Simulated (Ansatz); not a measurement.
A nudged elastic band was laid between two geometries of Cl₃FGa (5 atoms, charge 0, multiplicity 2).

These are results of Ansatz 0.2.0, UKS PBE0-D4/def2-SVP, not measurements.

* movable images: 9
* climbing image: yes
* spring: 5.0 eV/Å²
* optimiser: quadratic models (default)
* start path: through a guess of the saddle point
* force threshold: 0.03 eV/Å
* iteration limit: 54
* end points: relaxed

First end point:

```xyz
5
Properties=species:S:1:pos:R:3
Ga -0.032 0.165 0.632
Cl 0.230 -1.504 2.313
Cl 1.757 0.434 -0.473
Cl -1.952 0.066 -0.263
F -0.004 0.840 2.330
```

Last end point:

```xyz
5
Properties=species:S:1:pos:R:3
Ga -0.052 -0.016 -0.037
Cl 0.065 0.020 2.089
Cl 1.729 0.149 -1.172
Cl -1.946 -0.215 -0.964
F 0.204 0.062 4.625
```

Question: Which bonds break or form, and what moves?

Answer: Bonds broken: Ga1–F5. Cl3FGa becomes Cl3Ga + F.

Question: What energy profile does the band end with?

Answer: The forces met the threshold. The highest image is number 10 of 0 to 10, 144.4 kJ/mol above the first end and 0.0 kJ/mol above the last; the last end lies 144.4 kJ/mol above the first. The highest image is an end point: on this band no image between the ends rises above it. A vibrational analysis next to that end finds imaginary modes (53i, 51i cm⁻¹), so it isn't a minimum.

```tsv
image	path coordinate (Å)	energy (kJ/mol)	Ga1–F5 (Å)
0	0.00	0.0	1.83
1	0.38	39.5	2.14
2	0.76	91.6	2.61
3	1.14	112.3	3.05
4	1.52	122.0	3.43
5	1.90	128.4	3.77
6	2.29	133.6	4.07
7	2.67	138.4	4.34
8	3.05	142.5	4.57
9	3.43	144.4	4.68
10	3.45	144.4	4.67
```

The band took 12 iterations and roughly 27 core-minutes.

Run time: 7.2 min on 4 threads of Arm Neoverse V1 (shared host), peak memory 0.46 GiB.
